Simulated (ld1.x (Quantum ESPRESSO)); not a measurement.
## What one change does to a pseudopotential (P (Z = 15), TM)

P, norm-conserving Troullier–Martins (Kleinman–Bylander form), made with ld1.x (Quantum ESPRESSO) 7.5 (PW91, fully relativistic). Core [Ne], reference 3s2 3p3. Waves: 3s (bound): rc 1.20 bohr; 3p (bound): rc 1.55 bohr. Local part: all-electron potential smoothed inside 1.15 bohr (lloc = -1). Core correction: a·sin(br)/r model core inside 0.75 bohr.

Open shells are filled in proportion to 2j + 1 (rel_dist='average').

All-electron outer shells of the reference configuration (PW91, scalar-relativistic, ld1.x):

```
shell  level (eV)  outermost node (bohr)  outermost maximum (bohr)
   2s     -174.06                   0.14                      0.42
   2p     -124.67                      –                      0.36
   3s      -14.02                   0.65                      1.58
   3p       -5.55                   0.64                      1.83
```

Change: local potential all-electron potential smoothed inside 1.10 bohr (lloc = -1).

Cutoffs: the cutoffs (Ry, on a coarse ladder) from which the occupation-weighted sum of valence levels, in a spherical-Bessel basis at the reference potential, stays within 10 and 1 mRy of its value at 400 Ry; they do not see the model core or the augmentation charge, which bear on the density cutoff. Errors are all-electron minus pseudo energies relative to the spin-unpolarised reference configuration.

Problem. What does the change do?

Solution. The potential gets neither clearly harder nor softer (50 Ry and 110 Ry → 45 Ry and 110 Ry); a bound ghost appears in s, which as a rule spoils a file; of the 7 tests that both files solve, the error grows in 5 and shrinks in 0 by more than 15 % and 0.3 meV (median size 10.0 → 18.2 meV). In the separable form a ghost depends on how the local part lies against the semilocal potential of the channel, so the choice of the local part can create or remove one.

```tsv
quantity	base	changed
cutoff, loose	50 Ry	45 Ry
cutoff, tight	110 Ry	110 Ry
loose cutoff by channel (10 mRy a level)	s 40 Ry, p 8 Ry	s 21 Ry, p 8 Ry
bound ghosts	none	s
error for 3s2 3p2, meV [ΔE 9.78 eV]	+6.0	+9.7
error for 3s2 3p1, meV [ΔE 28.98 eV]	+41	+75
error for 3s2 3p0, meV [ΔE 58.80 eV]	+145	+300
error for 3s2 3p3.3, meV [ΔE -1.32 eV]	+0.2	+0.3
error for 3s1 3p0, meV [ΔE 110.90 eV]	+313	+816
error for 3s1 3p3, meV [ΔE 18.90 eV]	+10.0	+18
error for 3s0 3p5, meV [ΔE 17.21 eV]	-6.2	-5.8
s: phases at 1.71 bohr within 0.05 rad from the reference energy up to (Ry; the scan ends near 5)	0.4	-0.5
p1/2: phases at 1.71 bohr within 0.05 rad from the reference energy up to (Ry; the scan ends near 5)	3.9	3.5
p3/2: phases at 1.71 bohr within 0.05 rad from the reference energy up to (Ry; the scan ends near 5)	3.8	3.4
```

 A true bound ghost makes a file unfit for plane-wave use even where its test errors are small: the radial tests pick states by their node count and pass the ghost by.
